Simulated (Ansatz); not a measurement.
Coupled-cluster run, CH$_{6}$BFSn, SMILES `[BH2][SnH2][CH2]F`.

```yaml
crystal:
  periodic: [false, false, false]
  atoms:
    - {symbol: B, position_ang: [-1.451853, 0.917063, -1.127561]}
    - {symbol: Sn, position_ang: [-0.354592, -0.767579, -0.128619]}
    - {symbol: C, position_ang: [1.373818, -0.009339, 0.954217]}
    - {symbol: F, position_ang: [2.143289, 0.783968, 0.111453]}
    - {symbol: H, position_ang: [-1.932454, 0.795662, -2.213252]}
    - {symbol: H, position_ang: [-1.576401, 1.961890, -0.562730]}
    - {symbol: H, position_ang: [0.188053, -1.991133, -1.193601]}
    - {symbol: H, position_ang: [-1.364093, -1.517371, 1.039735]}
    - {symbol: H, position_ang: [1.057216, 0.601760, 1.803184]}
    - {symbol: H, position_ang: [2.000118, -0.826120, 1.320173]}
basis:
  gaussian: {orbitals: def2-TZVPP}
correlation: {method: ccsd_t}
```

```sh
$ ansatz run in.yaml --threads 4 --pin off --events-out ev --progress --plain --max-ram 10444MiB
```

Log, shortened:

```
Functional definition: HF
1508 factors; integrals over basis functions are off by at most 9.1e-4 eV
mean field evaluation 1: about -10306.3383 eV, gradient 2.5e1 eV
mean field evaluation 2: about -10306.4844 eV, gradient 2.5e1 eV
mean field evaluation 4: about -10308.3940 eV, gradient 3.7e0 eV
mean field evaluation 8: about -10308.4351 eV, gradient 1.9e-1 eV
mean field -10308.43528995 eV, -378.8280095974 hartree, gradient 1.1e-6 eV, S^2 0.000000; 0 other end points of the search recorded, 0 dependent functions left out
7 core orbitals not correlated: weight in the atoms' cores, before any rotation towards them, 1.000 or more for the frozen orbitals, at most 0.000 for the correlated occupied ones
reference -10308.43528995 eV, -378.8280095974 hartree; 17, 17 occupied and 203, 203 virtual orbitals, 1508 factors
second order -23.30718813 eV of doubles, -0.00000000 eV of singles
cycle   1  -23.52921189 eV  change   -2.2e-1 eV  update   1.1e-1
cycle   2  -24.13303436 eV  change   -6.0e-1 eV  update   3.2e-2
cycle   3  -24.24521844 eV  change   -1.1e-1 eV  update   1.7e-2
cycle   4  -24.23417133 eV  change    1.1e-2 eV  update   4.8e-3
cycle   5  -24.23060378 eV  change    3.6e-3 eV  update   2.4e-3
cycle   6  -24.23136971 eV  change   -7.7e-4 eV  update   9.1e-4
cycle   7  -24.23118068 eV  change    1.9e-4 eV  update   4.3e-4
cycle   8  -24.23105535 eV  change    1.3e-4 eV  update   1.4e-4
cycle   9  -24.23112145 eV  change   -6.6e-5 eV  update   7.1e-5
cycle  10  -24.23116871 eV  change   -4.7e-5 eV  update   2.8e-5
cycle  11  -24.23114249 eV  change    2.6e-5 eV  update   1.3e-5
perturbative correction -0.74781645 eV, -0.0274817476 hartree
Total energy: -10333.41424889 eV, -379.7459694070 hartree
```

Run time 2.4 min (4 threads of an Arm Neoverse V1 on a shared host); peak host memory 4.3 GiB.

The correlation energy is -24.979 eV, 3.0 % of it from (T); the T1 diagnostic reads 0.0128.
